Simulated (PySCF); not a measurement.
# Assigning NMR signals

Cartesian coordinates in Å; atom numbers follow the order of the lines, from 1:
```xyz
18

C    -2.352    2.314   -0.404
C    -1.710    1.305   -0.452
C    -0.931    0.077   -0.437
C     0.401    0.319    0.233
C     1.576    0.140   -0.353
Si    3.243    0.398    0.480
N    -1.670   -0.969    0.263
C    -1.861   -2.187   -0.270
O    -1.475   -2.546   -1.353
H    -2.913    3.201   -0.401
H    -0.782   -0.288   -1.460
H     0.336    0.647    1.263
H     1.582   -0.190   -1.385
H     4.016    1.368   -0.297
H     3.027    0.895    1.840
H     3.953   -0.882    0.520
H    -2.017   -0.749    1.182
H    -2.432   -2.846    0.413
```

PySCF 2.14.0 with density-fitted response routines calculation with PBE0/pcSseg-1 with gauge-including orbitals and GFN2-xTB structure; non-relativistic, no solvent model, averaged over atoms made equivalent by symmetry, fast rotation or ring inversion, single conformer.

δ = σ(ref) − σ, references computed at the same level: TMS for 13C (σ = 186.93 ppm), 1H (σ = 31.72 ppm).

Question: Assign these signals to the numbered atoms. 13C{1H} NMR (computed): δ 158.9 (CH), 155.1 (CH), 131.7 (CH), 86.8 (C), 80.5 (CH), 45.1 (CH).

Answer: 
```tsv
δ (ppm)	atoms	environment	reason
158.9	C8	amide carbonyl carbon	it is a carbonyl in resonance with an O or N lone pair, the region of acids, esters and amides
155.1	C4	alkene CH	the olefinic region
131.7	C5	alkene CH	–
86.8	C2	alkyne carbon	sp carbons lie upfield of alkene carbons because the cylindrical π system leaves one tensor component strongly shielded
80.5	C1	terminal alkyne carbon	sp carbons lie upfield of alkene carbons because the cylindrical π system leaves one tensor component strongly shielded
45.1	C3	allylic sp3 CH bonded to N	deshielded by the electronegative neighbour
```

Question: Assign these signals to the numbered atoms. 1H NMR (400 MHz, computed): δ 8.21 (d, 1H), 6.16 (m, 1H), 6.15 (m, 1H), 5.64 (m, 1H), 4.74 (br, 1H), 4.18 (d, 3H), 1.87 (d, 1H).

Answer: 
| δ (ppm) | atoms | environment | reason |
| --- | --- | --- | --- |
| 8.21 | H18 | hydrogen on an amide carbonyl carbon | – |
| 6.16 | H12 | hydrogen on an alkene CH | attached to an sp2 carbon and in the plane of the double bond |
| 6.15 | H13 | hydrogen on an alkene CH | – |
| 5.64 | H11 | hydrogen on an allylic sp3 CH bonded to N | its carbon carries N, an electronegative neighbour |
| 4.74 | H17 | hydrogen on an amide-type nitrogen | labile proton, position sensitive to the medium |
| 4.18 | H14/H15/H16 | hydrogen on a silicon bonded to C | – |
| 1.87 | H10 | hydrogen on a terminal alkyne carbon | it lies on the axis of the triple bond, in its shielding cone |

H12 and H13 lie closer than the usual error of such a calculation, so a measured spectrum could show them in the other order.

OH and NH positions are those of a molecule without intermolecular hydrogen bonds; in solution they move with solvent, concentration and temperature, and exchange usually removes their couplings. Amide-type NH protons are broadened by 14N but still split neighbouring CH signals. Shifts are as computed. Against solution values, carbons near 30 ppm lie about +3 ppm off and those near 130 ppm about +5 ppm. Of 1309 compounds with measured shifts, 239 miss one by over three times the rms of a fit or turn the order of signals round; such compounds aren't used in these exercises. Hydrogen bonding in solution deshields acid and N–H amide carbonyl carbons by as much as 10 ppm beyond these values. Multiplicities follow the n + 1 count of equivalent neighbours, as no J values were calculated; m marks all less simple cases, F and P coupling included.
